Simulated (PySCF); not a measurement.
Ligand exchange on a metal centre used in film growth or etching (Sc Cl-NH2). Isolated molecules, 0 K electronic values unless said otherwise. One relaxed conformer stands for each flexible species; it need not be the lowest.

The HOMO from two functionals at the same geometries (BP86-D3(BJ)/def2-SVP), both in PySCF: PBE-D3(BJ)/def2-TZVP and TPSSh-D3(BJ)/def2-TZVP. 

```tsv
species	PBE-D3(BJ)/def2-TZVP (eV)
0 of 3 Cl replaced by NH2 ([Sc(Cl)3])	-7.88
1 of 3 Cl replaced by NH2 ([Sc(Cl)2(NH2)])	-6.70
2 of 3 Cl replaced by NH2	-5.95
3 of 3 Cl replaced by NH2 ([Sc(NH2)3])	-5.19
```

**Question.** What does TPSSh-D3(BJ)/def2-TZVP give for each?

**Answer.** 
- 0 of 3 Cl replaced by NH2 ([Sc(Cl)3]): -8.53
- 1 of 3 Cl replaced by NH2 ([Sc(Cl)2(NH2)]): -7.29
- 2 of 3 Cl replaced by NH2: -6.53
- 3 of 3 Cl replaced by NH2 ([Sc(NH2)3]): -5.77
Over these rows, drawn at random from the members with no instability flagged (it was tested for open shells, ions and some series alone), PBE minus TPSSh-D3(BJ): mean +0.60 eV, from +0.58 eV to +0.65 eV.
